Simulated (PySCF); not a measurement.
Ruthenium: a sound run and one with changed settings

Sound run: Ru²⁺ [Kr] 4d6, Ru³⁺ [Kr] 4d5. Computed with PySCF 2.14 in aug-cc-pVDZ-PP with ECP28MDF, with a scalar-relativistic core potential. In the sound run the correlated levels freeze 4s2 4p6 outside the core potential. The sound run starts from symmetry-adapted Hartree-Fock orbitals and uses a fine grid where one is needed.

A second run was set up differently.

```csv
species,method,sound run (hartree),changed run (hartree),converged
Ru²⁺,UHF,-93.03311,-93.03311,yes
Ru²⁺,M06-L,-93.65906,-93.65906,yes
Ru²⁺,M06-2X,-93.49931,-93.49931,yes
Ru²⁺,MP2,-93.11035,-93.09472,yes
Ru³⁺,UHF,-92.06166,-92.06166,yes
Ru³⁺,M06-L,-92.61571,-92.61571,yes
Ru³⁺,M06-2X,-92.44062,-92.44062,yes
Ru³⁺,MP2,-92.10321,-92.09561,yes
```

Ionisation energy of Ru²⁺:

```csv
method,sound run (eV),changed run (eV)
UHF,26.435,26.435
M06-L,28.391,28.391
M06-2X,28.809,28.809
MP2,27.406,27.187
SCS-MP2,27.524,27.289
```

**Question.** What was changed?
A. all electrons correlated in a valence basis
B. radial grid too coarse
C. level shift left on
D. basis contracted for another Hamiltonian

**Answer.** C. It used initial guess 1e, at most 50 SCF cycles, level shift 0.5 hartree. A level shift leaves the converged SCF energy unchanged but raises the virtual orbital energies, which shrinks MP2 if it is not removed.
